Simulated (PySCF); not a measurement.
H3O4S, SMILES O=S(O)(O)=[OH+], charge +1. Coordinates come from a B3LYP-D3(BJ)/def2-SVP optimisation. The isomer is the one that the SMILES or the coordinates give; other isomers of the formula were not compared. Other conformers were not sampled.

Computed equilibrium geometry at B3LYP-D3(BJ)/def2-SVP (PySCF confirms it by a frequency run) as a Z-matrix, and its point group (one conformer of several):
point group C3.
```
S
O 1 1.4296
O 1 1.5600 2 116.77
H 3 0.9839 1 113.83 2 -40.97
O 1 1.5600 2 116.77 3 -120.00
H 5 0.9839 1 113.83 2 -40.97
O 1 1.5600 2 116.77 5 -120.00
H 7 0.9839 1 113.83 2 -40.97
```
Charge +1, spin multiplicity 1.
